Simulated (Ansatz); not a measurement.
Ideal-gas functions of `O[SiH2][GeH3]` at 298.15 K and 1 bar, from an Ansatz frequency run at PBE0-D4/def2-TZVP.

Molar mass 122.74 g/mol, point group Cs (symmetry number 1), electronic degeneracy 1, moments of inertia 34.026, 222.736, 244.69 u Å². Harmonic wavenumbers (cm⁻¹, unscaled): 86, 154, 185, 350, 356, 466, 584, 730, 762, 804, 856, 882, 882, 945, 967, 2142, 2152, 2155, 2192, 2192, 3914.

Use S(trans) = R[1.5 ln M + 2.5 ln T − 1.1517]; rotational temperatures θ = 24.2544 K / I; S(rot) = R[ln(√π/σ · √(T³/θAθBθC)) + 1.5]; for each mode x = 1.438777 ν̃/T, S = R[x/(eˣ − 1) − ln(1 − e⁻ˣ)] and H = RT x/(eˣ − 1); 1 cm⁻¹ = 0.0119627 kJ/mol; R = 8.31446 J/(mol·K).

Question: By hand: the entropy, in J/(mol·K).

Answer: Translation 168.8. Rotation: θ = 0.7128, 0.1089, 0.0991 K, giving 108.5. Vibration, mode by mode: 15.69, 10.97, 9.53, 4.88, 4.77, 3.13, 2.00, 1.14, 1.01, 0.85, 0.70, 0.63, 0.63, 0.49, 0.45, 0.00, 0.00, 0.00, 0.00, 0.00, 0.00, in all 56.9. Electronic 0.0. Sum 334.2 J/(mol·K).

Question: By hand: H − E and G − E in kJ/mol, counted from the electronic energy.

Answer: Zero-point energy ½ × 23756 × 0.0119627 = 142.1; thermal vibration 9.6; translation, rotation and pV give 4 RT = 9.9. H − E = 161.6 kJ/mol, and G − E = 161.6 − 298.15 × 334.2/1000 = 62.0 kJ/mol.

Vibration gives 17 % of the entropy, 15.7 J/(mol·K) of it from the mode under 150 cm⁻¹: soft modes count most, and the harmonic formula is weakest for them. The sum counts one conformer and one mirror image; others add a mixing term.
